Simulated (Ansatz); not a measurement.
Ansatz (an electronic-structure program) input (SVWN5/def2-TZVP):

Ansatz 0.2 input:
```yaml
crystal:
  periodic: [false, false, false]
  atoms:
    - {symbol: Ga, position_ang: [-0.00000000, -0.00000000, -1.27263610]}
    - {symbol: Br, position_ang: [0.00000000, 0.00000000, 1.12719198]}
basis:
  gaussian:
    orbitals: def2-TZVP
hamiltonian:
  xc: {name: SVWN5}
relax: {f_tol: 0.003, max_steps: 100}
```

End of the output:

```
mean field -122247.65924054 eV, -4492.5186146502 hartree, gradient 1.4e-5 eV, S^2 0.000000; 0 other end points of the search recorded, 0 dependent functions left out
the calculation of the forces begins
reference -122247.65926577 eV, -4492.5186155776 hartree; 33, 33 occupied and 63, 63 virtual orbitals, 744 factors
relax step   3: F+E_penalty+E_count = -122247.65924054 eV  Δ(F+E_penalty+E_count) = -3.619e-6 eV  max|allowed force component| = 8.606e-5 eV/Å  Δτ_max = 0.0004 Å  (19 SCF iters, accepted)
integrals: 0.03 GiB planned
744 factors; their error is unknown
mean field: 0.21 GiB planned
mean field evaluation 32: about -122246.5108 eV, gradient 3.2e1 eV
mean field -122247.65924054 eV, -4492.5186146502 hartree, gradient 1.4e-5 eV, S^2 0.000000; 1 other end points of the search recorded, 0 dependent functions left out
the calculation of the forces begins
reference -122247.65926577 eV, -4492.5186155776 hartree; 33, 33 occupied and 63, 63 virtual orbitals, 744 factors
Total energy: -122247.65926577 eV, -4492.5186155776 hartree
Atom 0 at    -0.000000     0.000000    -1.244189 Å, force     0.000000     0.000000    -0.000086 eV/Å
Atom 1 at     0.000000    -0.000000     1.098745 Å, force    -0.000000     0.000000     0.000086 eV/Å
Dipole moment:    -0.000000     0.000000    -0.455834 e Å
```
